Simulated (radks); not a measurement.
The indium ion In2+, [Kr] 4d10 5s1. Calculated with a radial shooting solver on a logarithmic mesh with Libxc functionals: non-relativistic Kohn-Sham, PBE, spin-polarised, spherical densities, point nucleus. Every spin shell is full or empty, so the densities are truly spherical. Functionals are evaluated on that one density, not self-consistently. Rank these orbital-free kinetic functionals by their error against the exact value of the orbitals, and give that value: Thomas-Fermi, TF + vW, TF + vW/9, TF + vW/5, LC94, APBEK, revAPBEK, Perdew 92, Thakkar, Pearson, LKT, PG1, DePristo-Kress, Ernzerhof.

Answer. Exact: 5738.95 hartree. From best to worst, with 100 (|E| - |E exact|)/|E exact| (equal figures are ties): LC94 +0.08, DePristo-Kress -0.08, APBEK +0.13, revAPBEK +0.31, Ernzerhof -0.39, Thakkar -0.56, Perdew 92 -0.66, TF + vW/9 -0.67, Pearson -0.92, TF + vW/5 +3.05, Thomas-Fermi -5.32, PG1 +15.21, LKT +19.35, TF + vW +36.52.
